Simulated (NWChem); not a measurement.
# C₂H₅FOSi; SMILES C=CO[SiH2]F

```xyz
10

C      0.3424    -2.6833     0.1370
C      0.1000    -1.4780    -0.3721
O     -0.3513    -0.4421     0.3794
Si    -0.4977     1.1461    -0.0707
F      0.9256     1.9004     0.0840
H      0.1978    -2.8857     1.2003
H      0.6915    -3.4849    -0.5145
H      0.2431    -1.2634    -1.4405
H     -0.8812     1.2271    -1.5045
H     -1.4577     1.7625     0.8684
```
Atoms are numbered in this order, from 1.

Program: NWChem. Pople sets run with spherical d functions. All runs use the structure optimised with PBE0/def2-SVP.

**Question.** Taking B3LYP/6-311++G** as the yardstick, which of these has the fewest basis functions while keeping “highest occupied level (eV)” within 0.1 eV of it: B3LYP/6-311G**; B3LYP/6-31G*; B3LYP/STO-3G; B3LYP/3-21G; B3LYP/6-31+G*?

**Answer.** B3LYP/6-31+G* (a larger set in the list lies outside the tolerance).
| level | basis functions | highest occupied level (eV) |
|---|---|---|
| B3LYP/STO-3G | 34 | -3.65 |
| B3LYP/3-21G | 59 | -6.53 |
| B3LYP/6-31G* | 84 | -6.59 |
| B3LYP/6-31+G* | 104 | -6.91 |
| B3LYP/6-311G** | 128 | -6.86 |
| B3LYP/6-311++G** | 153 | -6.99 |

The yardstick is one finite set, not the basis-set limit.
